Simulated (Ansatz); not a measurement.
Reaction (isomerisation): `C=C(F)[NH][AlH2]` → `FC[N]1[CH2][AlH]1`

Gas-phase electronic energies from Ansatz, PBE0-D4/def2-TZVP geometries. CCSD(T)/CBS is the MP2 limit (def2-TZVPP, def2-QZVPP) plus CCSD(T) − MP2 in def2-TZVPP, frozen cores. Functionals use def2-TZVPP. B3LYP here is the variant with VWN-RPA as its local correlation; programs differ in this. Each species was taken in one conformer, which may not be the lowest.

```
          level  ΔE (eV)
        PBE0-D4     1.34
         r2SCAN     1.42
          B3LYP     1.48
CCSD/def2-TZVPP     1.43
```

What does CCSD(T)/CBS give? (An estimate is asked.)

The calculation gave: +1.38 eV. The listed levels differ from it by -0.04, 0.04, 0.10, 0.05 eV.

Largest T1 diagnostic among the species: 0.014.

In def2-TZVPP, CCSD(T) changes the Hartree–Fock value by −0.33 eV (the triples alone add −0.03 eV) and MP2 by −0.40 eV. From PBE to PBE0 (25 % exact exchange), in def2-TZVPP and without D4, ΔE moves by +0.03 eV.
